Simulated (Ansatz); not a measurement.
Ansatz (a quantum-chemistry and plane-wave program) input (CCSD(T)/aug-cc-pV(D+d)Z):
A basis named .json is the Basis Set Exchange file of that set.

Ansatz 0.2 input:
```yaml
crystal:
  periodic: [false, false, false]
  atoms:
    - {symbol: Si, position_ang: [-0.10722830, 0.12742570, -0.30237286]}
    - {symbol: C, position_ang: [0.99737433, -1.36241481, -0.18287289]}
    - {symbol: F, position_ang: [0.63891984, 1.37106686, 0.40134439]}
    - {symbol: N, position_ang: [-1.64666638, -0.25735816, 0.39192493]}
    - {symbol: H, position_ang: [-0.38492569, 0.53148123, -1.69833761]}
    - {symbol: H, position_ang: [0.54431443, -2.21228140, -0.69523714]}
    - {symbol: H, position_ang: [1.96347019, -1.14983861, -0.64471016]}
    - {symbol: H, position_ang: [1.16809987, -1.63990025, 0.85857080]}
    - {symbol: H, position_ang: [-1.99762268, 0.32297339, 1.15459735]}
basis:
  gaussian:
    orbitals: aug-cc-pV_D+d_Z.json
magnetization: {spin_polarized: true, initial_magnetization: 1}
correlation: {method: ccsd_t, electrons: outside_noble_gas}
output: {forces: true}
```

Output:

```
Functional definition: HF
integrals: 0.65 GiB planned
1442 factors; integrals over basis functions are off by at most 1.0e-3 eV
mean field: 0.69 GiB planned
mean field evaluation 1: about -13156.7788 eV, gradient 2.9e1 eV
mean field evaluation 2: about -13156.7801 eV, gradient 2.9e1 eV
mean field evaluation 4: about -13161.6544 eV, gradient 3.4e0 eV
mean field evaluation 8: about -13161.8483 eV, gradient 2.8e-1 eV
mean field evaluation 16: about -13160.5727 eV, gradient 1.5e1 eV
mean field evaluation 32: about -13161.8506 eV, gradient 2.3e-1 eV
mean field evaluation 64: about -13157.5581 eV, gradient 1.2e1 eV
mean field -13161.85178625 eV, -483.6891317212 hartree, gradient 1.2e-6 eV, S^2 0.759314; 5 other end points of the search recorded, 0 dependent functions left out
determinant -13161.85178625 eV, -483.6891317212 hartree, with singles and doubles -13179.35711453 eV, -484.3324406698 hartree
determinant -13160.63345968 eV, -483.6443590456 hartree, with singles and doubles -13178.15692527 eV, -484.2883345282 hartree
8 core orbitals not correlated
reference -13161.85178625 eV, -483.6891317212 hartree; 13, 12 occupied and 125, 126 virtual orbitals, 1442 factors
densities: 4.83 GiB planned
second order -16.27666458 eV of doubles, -0.00000000 eV of singles
coupled cluster: 2.69 GiB planned
cycle   1  -17.45627554 eV  change   -5.4e-1 eV  update   3.5e-2
cycle   2  -17.49910224 eV  change   -4.3e-2 eV  update   8.8e-3
cycle   3  -17.50269347 eV  change   -3.6e-3 eV  update   5.1e-3
cycle   4  -17.50522845 eV  change   -2.5e-3 eV  update   1.7e-3
cycle   5  -17.50561641 eV  change   -3.9e-4 eV  update   8.6e-4
cycle   6  -17.50595275 eV  change   -3.4e-4 eV  update   4.5e-4
cycle   7  -17.50616768 eV  change   -2.1e-4 eV  update   2.0e-4
cycle   8  -17.50622069 eV  change   -5.3e-5 eV  update   9.0e-5
cycle   9  -17.50623714 eV  change   -1.6e-5 eV  update   4.5e-5
cycle  10  -17.50623304 eV  change    4.1e-6 eV  update   3.1e-5
cycle  11  -17.50622834 eV  change    4.7e-6 eV  update   2.5e-5
cycle  12  -17.50622731 eV  change    1.0e-6 eV  update   2.0e-5
cycle  13  -17.50622900 eV  change   -1.7e-6 eV  update   1.5e-5
cycle  14  -17.50622766 eV  change    1.3e-6 eV  update   8.9e-6
cycle  15  -17.50622951 eV  change   -1.8e-6 eV  update   4.0e-6
cycle  16  -17.50622931 eV  change    2.0e-7 eV  update   1.8e-6
cycle  17  -17.50622945 eV  change   -1.4e-7 eV  update   8.4e-7
cycle  18  -17.50622974 eV  change   -2.9e-7 eV  update   4.8e-7
perturbative correction -0.48333879 eV, -0.0177623728 hartree
the calculation of the forces begins
Total energy: -13179.84135478 eV, -484.3502361708 hartree
Atom 0 at    -0.107228     0.127426    -0.302373 Å, force     0.106176    -0.387718    -0.608385 eV/Å
Atom 1 at     0.997374    -1.362415    -0.182873 Å, force    -0.174655     0.254663    -0.024118 eV/Å
Atom 2 at     0.638920     1.371067     0.401344 Å, force     0.430491     0.699612     0.405462 eV/Å
Atom 3 at    -1.646666    -0.257358     0.391925 Å, force    -0.523730    -0.422720    -0.019655 eV/Å
Atom 4 at    -0.384926     0.531481    -1.698338 Å, force    -0.024168     0.032427    -0.099860 eV/Å
Atom 5 at     0.544314    -2.212281    -0.695237 Å, force    -0.198585    -0.386465    -0.227152 eV/Å
Atom 6 at     1.963470    -1.149839    -0.644710 Å, force     0.429273     0.085872    -0.199947 eV/Å
Atom 7 at     1.168100    -1.639900     0.858571 Å, force     0.078672    -0.124948     0.469195 eV/Å
Atom 8 at    -1.997623     0.322973     1.154597 Å, force    -0.123473     0.249278     0.304460 eV/Å
Dipole moment:     0.057258    -0.123827     0.046516 e Å
```

It need not be the lowest isomer of its formula.
